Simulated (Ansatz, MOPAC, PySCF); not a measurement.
Dimer: CH4 (SMILES C) (first 5 atoms) with CH2O (SMILES C=O); geometry from B3LYP-D3(BJ)/def2-TZVP, rigid monomers moved along the line of their centres of mass till H3···O7 is 3.03 Å.
(charge 0, multiplicity 1):
```xyz
9

C     -0.0233    -0.0032     0.1122
H     -0.9238    -0.6167     0.1350
H      0.6109    -0.2487     0.9628
H      0.5175    -0.1959    -0.8134
H     -0.3009     1.0500     0.1517
C     -0.2223     0.0525     4.1790
O      0.8824    -0.3674     3.9740
H     -0.6123     0.1963     5.2050
H     -0.9095     0.3185     3.3536
```

Counterpoise-corrected where a basis set is named; no monomer relaxation.

The state reached by AM1 isn't checked.

Programs: Ansatz (a quantum-chemistry and plane-wave program); MOPAC for AM1 (differences of heats of formation); PySCF for the dispersion terms. Each number belongs to the level named beside it.

Task: One of these levels gives -0.05 kcal/mol for the interaction energy. Name it.
(A) PBE/def2-TZVPPD
(B) AM1
(C) PBE-D3(BJ)/def2-TZVPPD

Result: B, AM1. The others give -0.56 (PBE/def2-TZVPPD), -1.04 (PBE-D3(BJ)/def2-TZVPPD)
